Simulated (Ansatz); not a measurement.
Redistribution: C2H2F4 + CH2I2 → C2H2F3I + CH2FI

Species: C2H2F4 (norflurane) `FCC(F)(F)F`, singlet; CH2I2 (diiodomethane) `ICI`, singlet; C2H2F3I (1,1,1-trifluoro-2-iodoethane) `FC(F)(F)CI`, singlet; CH2FI `FCI`, singlet. The partners trade F for I; both sit on C, so the bond types are kept.

Shapes, held fixed at every level: PBE0-D4/def2-TZVP. Programs: Ansatz 0.2.0. The zero-point and thermal change to 298 K, harmonic and unscaled (PBE0-D4/def2-TZVP), is -0.1 kJ/mol.

(1) Estimate ΔH(298 K) of this reaction.

Results:

(1) The highest level, CCSD(T)/def2-TZVPP, gives ΔH(298 K) = -4.8 kJ/mol; the levels span -10.0 to +1.5. They disagree on the sign: 1 of 8 are positive. The column of differences is taken from that level and isn't an error. No measured value is set beside it here. For atoms past krypton def2 sets carry core potentials with scalar relativity. Outer-core shells of I are correlated in most correlated rows, in sets that cover them unevenly.

```tsv
level	kind	ΔH(298 K) (kJ/mol)	less CCSD(T)/def2-TZVPP
HF/def2-SVP	Hartree–Fock	+1.5	+6.3
PBE-D4/def2-TZVPP	GGA	-10.0	-5.2
B3LYP-D4/def2-TZVPP	global hybrid	-7.5	-2.7
wB97X-V/def2-TZVPP	range-separated hybrid	-7.2	-2.4
MP2/def2-SVP	perturbation theory	-1.0	+3.8
MP2/def2-TZVPP	perturbation theory	-1.6	+3.2
CCSD/def2-SVP	coupled cluster or CI	-2.5	+2.3
CCSD(T)/def2-TZVPP	coupled cluster or CI	-4.8	0.0
```
